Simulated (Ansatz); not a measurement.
Reactions of CH3ClO2Si (`O=C[SiH](O)Cl`).

Isolated molecules relaxed with PBE0-D4/def2-TZVP in Ansatz; ΔE leaves out vibrations. CBS: MP2 limit from def2 TZ/QZ plus the TZ coupled-cluster correction, frozen cores. This one scheme is used for every species, atoms too. Functionals use def2-TZVPP. No spin–orbit coupling; open shells (•) take unrestricted orbitals. Spin–orbit coupling would lower the free atoms: a little for C, Cl, O, Si. For Ge outer-core shells are correlated without core-valence functions, so the limit isn't a true one: a few kJ/mol of doubt a bond, and 10 to 20 or more in all where bonds break to atoms. Scalar relativity is left out up to krypton. Each species was taken in one conformer, which may not be the lowest.

```tsv
reaction	CCSD/CBS(def2) (kcal/mol)	ωB97X-V (kcal/mol)	PBE-D4 (kcal/mol)
`O=C[SiH](O)Cl` + `O[SiH3]` → `O=C[SiH](Cl)O[SiH3]` + H₂O	-5.3	-4.0	-3.3
`O=C[SiH](O)Cl` + `O[SiH](O)S` → `O[SiH](O)S[SiH](O)Cl` + `C=O`	-21.1	-20.8	-21.0
`O=C[SiH](O)Cl` + `[SH][GeH2][Cl]` → `O[SiH](Cl)[S][GeH2][Cl]` + `C=O`	-20.3	-19.7	-19.5
`O=C[SiH](O)Cl` + `OCC[SiH2]O` → `O=C[SiH](O)CO` + `O[SiH2]CCl`	39.1	38.2	36.2
`O=C[SiH](O)Cl` → C• + Cl• + 3 H• + 2 O• + Si•	725.5	740.8	756.8
`O=C[SiH](O)Cl` + SiH₄ → `O=C[SiH]([SiH3])Cl` + H₂O	25.4	25.7	20.2
`O=C[SiH](O)Cl` + CH₃OH → `O=C[SiH](O)CO` + HCl	28.1	27.3	25.9
`O=C[SiH](O)Cl` + `O[SiH2]C[SiH](O)O` → `O[SiH2]C[SiH](O)Cl` + `O=C[SiH](O)O`	-2.3	-2.3	-1.7
`O=C[SiH](O)Cl` + CH₃OH → `CO[SiH](O)Cl` + `C=O`	-32.1	-31.1	-27.5
`O=C[SiH](O)Cl` + `[OH][GeH3]` → `O[SiH](Cl)[O][GeH3]` + `C=O`	-37.0	-35.5	-31.2
```

Task: Give the CCSD(T)/CBS values in the same order. (Estimate.)

Result: The calculation gave: -5.2, -21.6, -20.8, 38.8, 740.4, 24.7, 27.7, -2.4, -31.5, -36.2 kcal/mol.

Largest T1 diagnostic: 0.015, for `C=O`.
